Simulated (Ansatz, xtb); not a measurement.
## Relative energy of two isomers of C5H4ClF

We compare X, `F[C@@H]1C=CC(Cl)=C1`, a singlet, with Y, `FC1=CCC(Cl)=C1`, a singlet. Both are isolated molecules in the gas phase, relaxed with B3LYP-D3(BJ)/def2-SVP.

Energies in hartree; the thermal terms are from GFN2-xTB frequencies at re-optimised GFN2-xTB minima (ideal gas, soft modes damped towards free rotors, one conformer each, 298.15 K, 1 atm) and include the zero-point energy:

|  | X | Y |
| --- | --- | --- |
| E, CCSD(T)/def2-SVP | −751.229485 | −751.239392 |
| E, MP2/def2-SVP | −751.146014 | −751.158095 |
| E, MP2/def2-TZVPP | −751.900041 | −751.910033 |
| zero-point energy | 0.073323 | 0.073530 |
| H(298 K) − E | 0.080410 | 0.080632 |
| G(298 K) − E | 0.042631 | 0.042991 |

**Question.** Correct the CCSD(T) difference for the basis set by the MP2 change, then work out ΔE, ΔE₀, ΔH and ΔG for X → Y in kcal/mol (1 Eh = 627.51 kcal/mol) and the equilibrium ratio [Y]/[X].

**Answer.** 1. Differences Y − X: CCSD(T) −0.009907, MP2 in the small set −0.012081, MP2 in the large set −0.009992 Eh.
2. ΔE = −0.009907 + (−0.009992 − (−0.012081)) = −0.007818 Eh = −4.91 kcal/mol.
3. ΔE₀ = ΔE + ΔZPE = −0.007818 + (+0.000207) Eh = −4.78 kcal/mol.
4. ΔH = ΔE + (+0.000222) Eh = −4.77 kcal/mol.
5. ΔG = ΔE + (+0.000360) Eh = −4.68 kcal/mol, so ΔS = (ΔH − ΔG)/T = −1.2 J/(mol K).
6. kT = 0.9442 mEh, so K = [Y]/[X] = exp(−ΔG/kT) = exp(+7.90) ≈ 2.7 × 10^3.

Structure Y is favoured at this temperature. An error of 1 kcal/mol in ΔG would change K by a factor of 5.4. Mirror images and further conformers aren't counted.

As drawn, both hold the same kinds of bond in the same numbers.

Other levels gave ΔE = −8.4 (GFN2-xTB); −9.6 (HF/STO-3G, GFN2-xTB geometries); −9.1 (r2SCAN-D4/def2-SVP, GFN2-xTB geometries); −7.7 (B3LYP-D3(BJ)/def2-SVP); −4.8 (HF/def2-SVP); −7.6 (MP2/def2-SVP); −6.2 (CCSD(T)/def2-SVP) kcal/mol. The correlated steps freeze 11 core orbitals. Programs: Ansatz 0.2.0, xtb 6.7.1.
